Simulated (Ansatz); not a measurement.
Computed with Ansatz on PBE0-D4/def2-TZVP structures; ΔE is electronic, products minus reactants. CCSD(T)/CBS adds triple-zeta CCSD(T) − MP2 to the extrapolated MP2 energy (def2 sets, frozen cores). DFT in def2-TZVPP. For Br outer-core shells are correlated without core-valence functions, which leaves a few kJ/mol of doubt a bond. Scalar relativity is left out up to krypton. Each species was taken in one conformer, which may not be the lowest.

`S=CCB1C[SiH2]1` + `[SiH3][SiH2]Br` → `BrB1C[SiH2]1` + `[SiH3][SiH2]CC=S`  (redistribution)

Q: Is it downhill or uphill in electronic energy at CCSD(T)/CBS, and by how much? (Estimate.)

A: Computed: Uphill: ΔE = +17.2 kJ/mol.

Q: What do these levels give: PBE-D4, PBE0-D4, ωB97X-V, B2PLYP, PBE, r2SCAN, MP2/def2-TZVPP, CCSD/def2-TZVPP, HF/def2-QZVPP, MP2/def2-QZVPP, MP2/CBS(def2), CCSD/CBS(def2)? (Best estimate.)

A: Computed: PBE-D4 11.7, PBE0-D4 15.9, ωB97X-V 19.4, B2PLYP 18.5, PBE 16.2, r2SCAN 15.9, MP2/def2-TZVPP 10.5, CCSD/def2-TZVPP 16.8, HF/def2-QZVPP 36.2, MP2/def2-QZVPP 13.4, MP2/CBS(def2) 14.9, CCSD/CBS(def2) 21.2 kJ/mol.

Largest T1 diagnostic among the species: 0.016.

From PBE to PBE0 (25 % exact exchange), in def2-TZVPP and without D4, ΔE moves by +3.7 kJ/mol. The D4 term adds −7.5 kJ/mol with B3LYP and −4.0 kJ/mol with PBE0; it sums over pairs of atoms, weighted by their polarisabilities, and B3LYP, whose exchange is more repulsive, gets the larger term. In def2-TZVPP, CCSD(T) changes the Hartree–Fock value by −22.2 kJ/mol (the triples alone add −3.9 kJ/mol) and MP2 by −24.5 kJ/mol.

B3LYP here is the variant with VWN-RPA as its local correlation; programs differ in this.
